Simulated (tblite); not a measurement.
Compound: C8H7NO.
Atom-mapped SMILES: `[CH3:1][C:2]#[C:3]/[CH:4]=[C:5](\[CH:6]=[O:7])[CH2:8][C:9]#[N:10]` (hydrogens: H11, H12, H13 on C1; H14 on C4; H15 on C6; H16, H17 on C8)

Structure optimised with GFN2-xTB, isolated species.

(1) List the bond lengths, angles and torsions at this level.

Answers

(1) 
```csv
bond,length (bohr),order
C1–C2,2.721,single
C2≡C3,2.280,triple
C3–C4,2.645,single
C4=C5,2.551,double
C5–C6,2.758,single
C6=O7,2.284,double
C5–C8,2.853,single
C8–C9,2.720,single
C9≡N10,2.160,triple
"C1–H11, C1–H12, C1–H13",2.060,single
C4–H14,2.050,single
C6–H15,2.089,single
"C8–H16, C8–H17",2.070,single
```

Bonds in one row agree within 0.02 bohr and their mean is given. Orders are formal, as drawn. A selection of angles:
```csv
angle,degrees
C1–C2–C3,179.0
C2–C3–C4,176.9
C3–C4–C5,124.9
C4–C5–C6,121.7
C4–C5–C8,122.2
C6–C5–C8,116.2
C5–C6–O7,124.7
C5–C8–C9,111.7
C8–C9–N10,178.5
```

Torsions: C3–C4–C5–C6 0° (synperiplanar); C4–C5–C6–O7 -178° (antiperiplanar); C4–C5–C8–C9 40° (synclinal). The mirror-image conformer, all signs reversed, is as good.

Of the pairs four or more bonds apart, C3···H15 is among the closest relative to their van der Waals radii: 2.50 Å, 86 % of the sum of Bondi's values. The C–C distances run from 1.207 Å (C2≡C3, drawn triple) to 1.510 Å (C5–C8, drawn single), a spread of 0.303 Å.

Point group: C1 (no symmetry element, even within 0.4 Å). GFN2-xTB frequencies show an imaginary mode (30i cm⁻¹), so the point is no minimum at that level. 2 starts were optimised and ended at 0.00 and 2.28 kcal/mol (GFN2-xTB); the lowest of these is shown.

On one thread of an Intel Xeon at 2.50 GHz, on a shared host, this took 4.5 s wall, 2.4 s CPU. These figures are those of the optimisation.

These are computed values.
